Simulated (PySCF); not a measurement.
Input of an EPR job (settings, then geometry in Å):

```
{"job": {"kind": "epr", "basis": "pcH-1"}, "charge": 0, "multiplicity": 2}
C     -0.330577     1.186409     1.690562
C      0.074359     0.741801     0.342016
C      1.555671     0.353970     0.261417
C      1.953110    -0.089031    -1.140744
C     -0.860163    -0.422758     0.021382
C     -0.711035    -1.654150     0.484859
C     -2.027549    -0.023373    -0.836265
F     -2.944449    -1.032401    -0.985616
H     -1.167497     1.844856     1.819498
H      0.055185     0.682040     2.554851
H     -0.119444     1.536460    -0.388162
H      1.764955    -0.443561     0.974046
H      2.150254     1.221945     0.553859
H      3.007930    -0.351513    -1.170310
H      1.779567     0.710214    -1.858795
H      1.373506    -0.957712    -1.444802
H      0.115544    -1.937345     1.110646
H     -1.421356    -2.427635     0.248752
H     -2.562507     0.825911    -0.394231
H     -1.690651     0.246550    -1.846000
```

Level of theory: PySCF 2.14.0, UKS B3LYP, pcH-1 on C F H, non-relativistic, mean-field spin-orbit, GIAO. Isolated species at its GFN2-xTB geometry (one conformer only). The geometry wasn't refined by DFT: couplings that depend on bond lengths, twists or pyramidal angles can differ widely from those at the functional's own minimum.

Output of the driver script. Atoms in this output count from 0.

```
UKS, coarse grid
  cycle   1  E = -373.66505403  |g| = 4.55e-01
  cycle   2  E = -373.60738889  |g| = 6.25e-01
  cycle   3  E = -373.75077527  |g| = 8.11e-02
  cycle   4  E = -373.75279810  |g| = 4.54e-02
  cycle   5  E = -373.75376433  |g| = 1.25e-02
  cycle   6  E = -373.75383449  |g| = 4.31e-03
  cycle   7  E = -373.75384443  |g| = 1.25e-03
  cycle   8  E = -373.75384544  |g| = 6.86e-04
UKS, final grid
  cycle   1  E = -373.75384285  |g| = 8.39e-04
  cycle   2  E = -373.75384253  |g| = 1.19e-03
  cycle   3  E = -373.75384319  |g| = 1.54e-04
  cycle   4  E = -373.75384320  |g| = 4.24e-05
  cycle   5  E = -373.75384320  |g| = 2.97e-05
E = -373.75384320 Eh   <S^2> = 0.7545 (exact 0.7500)
g shifts (ppm)      1          2          3
  rmc          -145       -145       -145
  gc             10         18         41
  oz_so          38        463        578
  total         -97        336        474
hyperfine (MHz)  atom isotope    a_iso     a_fc   dipolar eigenvalues
    0   13C      94.39      94.39    -80.57    -79.74    160.31
    1   13C     -25.56     -25.56     -2.52      0.62      1.90
    2   13C      14.36      14.36     -2.04     -1.93      3.97
    3   13C       2.69       2.69     -0.51     -0.45      0.96
    4   13C      67.22      67.22    -10.52     -2.92     13.44
    5   13C       5.21       5.21     -7.37     -6.02     13.39
    6   13C      -0.45      -0.45     -0.84      0.20      0.64
    7   19F       4.77       4.77     -4.28     -3.07      7.35
    8    1H     -60.68     -60.68    -38.82     -0.24     39.05
    9    1H     -58.28     -58.28    -38.51     -0.52     39.03
   10    1H      26.50      26.50     -5.21     -4.45      9.66
   11    1H      -1.78      -1.78     -2.96     -2.47      5.42
   12    1H      -1.49      -1.49     -4.40     -2.44      6.84
   13    1H       1.32       1.32     -0.84     -0.68      1.52
   14    1H       0.35       0.35     -1.14     -0.96      2.09
   15    1H      -0.05      -0.05     -1.36     -0.63      1.98
   16    1H      -4.03      -4.03     -3.14      0.04      3.11
   17    1H      -1.71      -1.71     -4.16     -1.23      5.39
   18    1H      -3.46      -3.46     -2.45     -2.07      4.52
   19    1H      -4.30      -4.30     -1.46     -0.97      2.44
```

|g| in the SCF lines is the orbital gradient. In the g block, columns 1 to 3 are the principal axes in rising order; rmc is the relativistic mass correction, gc the gauge correction and oz_so the orbital-Zeeman/spin–orbit term. a_fc is the Fermi-contact part of a_iso, here all of it, since this run has no spin–orbit term in the hyperfine coupling.

(1) What does the output say about convergence, stability and spin contamination?

(2) What are the principal g values and g_iso?

(3) Which couplings shape the isotropic spectrum at natural abundance (0.05 mT or more)? Keep the log's numbering.

(4) What are the principal values of the full tensor of atom 0 (13C)?

## Answers

(1) The SCF converged after 13 cycles in all, 8 of them on the coarse grid; no stability test was run. The unrestricted determinant has ⟨S²⟩ = 0.7545 (exact 0.7500), so spin contamination is small.

(2) Adding the total shifts to 2.002319 gives 2.00222, 2.00266, 2.00279; their mean shift is 238 ppm, so g_iso = 2.00256.

(3) atoms 8, 9 (1H, I = 1/2): mean -59.5 MHz = 2.12 mT in magnitude, a 1:2:1 triplet; atom 10 (1H, I = 1/2): 26.5 MHz = 0.95 mT in magnitude, a 1:1 doublet; atom 7 (19F, I = 1/2): 4.8 MHz = 0.17 mT in magnitude, a 1:1 doublet; atom 19 (1H, I = 1/2): -4.3 MHz = 0.15 mT in magnitude, a 1:1 doublet; atom 16 (1H, I = 1/2): -4.0 MHz = 0.14 mT in magnitude, a 1:1 doublet; atom 18 (1H, I = 1/2): -3.5 MHz = 0.12 mT in magnitude, a 1:1 doublet; atom 11 (1H, I = 1/2): -1.8 MHz = 0.06 mT in magnitude, a 1:1 doublet; and 2 smaller. Together 768 lines to first order. Nuclei that the bonding pattern makes equivalent are averaged, as if the motion that swaps them (rotation, inversion, ring flip) were fast.

(4) a_iso plus each dipolar eigenvalue: 13.82, 14.66, 254.70 MHz.

The species is `[CH2][C@@H](CC)C(=C)CF` [radical]. The run used 320 basis functions and 5 iterations of the response equations. 

The run took 1.9 min wall (with the writing of density and orbital grids) on Intel Xeon Platinum 8259CL at 2.50 GHz, one thread, no GPU, shared host with 96 logical CPUs at a one-minute load of 24, and the process peaked at 1.1 GiB of memory.

The values belong to the conformer `[CH2:1][C@@H:2]([CH2:3][CH3:4])[C:5](=[CH2:6])[CH2:7][F:8]`: C1–C2–C3–C4 -179°, C1–C2–C5–C6 -79°, C2–C5–C7–F8 -173°.
Labels such as C1 count atoms from 1, the log's own numbers from 0.
